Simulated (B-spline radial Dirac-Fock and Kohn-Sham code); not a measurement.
Auger parameter of rubidium: the L3 level and its strongest L3-MM line

Calculated with a radial finite-basis atomic code, using multi-electron Dirac-Fock with separately optimised hole states, Breit and Lamb-shift corrections added in first order. The modified Auger parameter α′ is the binding energy plus the kinetic energy of the Auger electron; it does not depend on the energy zero. For free ions it tends to fall with charge, since less charge screens the final holes.

| species | configuration | binding 2p3/2 (eV) | Auger line | kinetic (eV) | α′ (eV) |
| --- | --- | --- | --- | --- | --- |
| Rb | [Kr] 5s1 | 1811.7 | M4M5 J=4 | 1546.4 | 3358.2 |
| Rb | [Kr] 5p1 | 1813.1 | M4M5 J=4 | 1545.3 | 3358.3 |
| Rb | [Kr] 4d1 | 1811.2 | M4M5 J=4 | 1549.6 | 3360.8 |
| Rb⁺ | [Ar] 3d10 4s2 4p6 | 1818.3 | M4M5 J=4 | 1538.4 | 3356.7 |
| Rb⁴⁺ | [Ar] 3d10 4s2 4p3 | 1868.5 | M4M5 J=4 | 1486.5 | 3355.0 |
| Rb⁵⁺ | [Ar] 3d10 4s2 4p2 | 1887.7 | M4M5 J=4 | 1467.5 | 3355.2 |
| Rb⁶⁺ | [Ar] 3d10 4s2 4p1 | 1908.1 | M4M5 J=4 | 1447.7 | 3355.7 |
| Rb⁷⁺ | [Ar] 3d10 4s2 | 1929.6 | M4M5 J=4 | 1427.1 | 3356.6 |
